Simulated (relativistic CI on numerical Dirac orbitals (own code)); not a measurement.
Co⁴⁺: K-beta X-ray emission

Computed with this model: Dirac-Coulomb-Breit CI, KLI orbitals optimised for each configuration, model QED, valence Slater integrals scaled by 0.7, multiplet model of X-ray emission after core ionisation; configurations [Ar] 3d5 → 1s 2s2 2p6 3s2 3p6 3d5 → [Ne] 3s2 3p5 3d5; 300 K; Lorentzian 1.12 eV and Gaussian 1 eV FWHM. Energies are those of the free ion, without screening or charge transfer. S is read from ⟨S²⟩ = S(S + 1).

Field parameters in Wybourne normalisation: Oh B⁴₀ = 21Dq, B⁴₄ = √(5/14) B⁴₀. The field is a parameter set, without covalency.

Computed curve for Oh, 10Dq = 40200 cm⁻¹, scaled to 100 at the maximum (points under 2 are left out and the grid is thinned):

(Energy (eV), Intensity): (7633.4, 2.1), (7633.8, 2.2), (7634.4, 2.3), (7634.8, 2.3), (7635.2, 2.4), (7635.8, 2.9), (7636.2, 3.7), (7636.8, 5.3), (7637.2, 5.9), (7637.6, 5.8), (7638.2, 5.6), (7638.6, 6.0), (7639.0, 6.7), (7639.6, 7.3), (7640.0, 7.3), (7640.6, 7.0), (7641.0, 7.3), (7641.4, 7.9), (7642.0, 8.6), (7642.4, 9.0), (7642.8, 9.5), (7643.4, 8.9), (7643.8, 7.7), (7644.4, 6.8), (7644.8, 6.9), (7645.2, 7.1), (7645.8, 7.4), (7646.2, 7.2), (7646.6, 6.8), (7647.2, 6.8), (7647.6, 7.5), (7648.2, 10.4), (7648.6, 13.5), (7649.0, 17.3), (7649.6, 22.4), (7650.0, 25.1), (7650.4, 27.3), (7651.0, 28.4), (7651.4, 27.7), (7652.0, 29.2), (7652.4, 33.7), (7652.8, 41.3), (7653.4, 56.8), (7653.8, 65.6), (7654.2, 72.9), (7654.8, 85.9), (7655.2, 95.3), (7655.8, 98.5), (7656.2, 85.5), (7656.6, 62.5), (7657.2, 30.5), (7657.6, 18.7), (7658.0, 12.4), (7658.6, 7.6), (7659.0, 5.9), (7659.6, 4.3), (7660.0, 3.6), (7660.4, 3.0), (7661.0, 2.4), (7661.4, 2.1)

The ground state has S = 0.50, and the centroid lies at 7652.19 eV.
